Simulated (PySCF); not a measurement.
Electron affinity of Sn by level of theory

Sn⁻ [Kr] 4d10 5s2 5p3 (4S) → Sn [Kr] 4d10 5s2 5p2 (3P), as a difference of total energies. All numbers are calculated (PySCF 2.14, the spin-free X2C one-electron Hamiltonian (Gaussian nucleus), in x2c-TZVPPall with one added diffuse shell each of s, p, d, f type (9s7p5d3f, 76 functions)). Correlated levels: valence and next inner shell: [Ar] 3d10 frozen. The calculations carry no spin-orbit coupling.

| method | electron affinity (eV) |
| --- | --- |
| UHF | 0.973 |
| MP2 (valence and next inner shell) | 1.422 |
| SCS-MP2 (valence and next inner shell) | 1.256 |
| CCSD (valence and next inner shell) | 1.355 |
| CCSD(T) (valence and next inner shell) | 1.396 |

Question: How much does correlation contribute at CCSD(T) (valence and next inner shell)?

Answer: 1.396 − (0.973) = 0.423 eV, measured against UHF.

The reference lies between the lowest fine-structure levels, while these numbers refer to the centres of the terms.

Errors of the correlated levels include the incompleteness of this basis and the frozen core.

For comparison: 1.112 eV (measured; photodetachment measurements, as compiled on the Wikipedia data page of electron affinities).
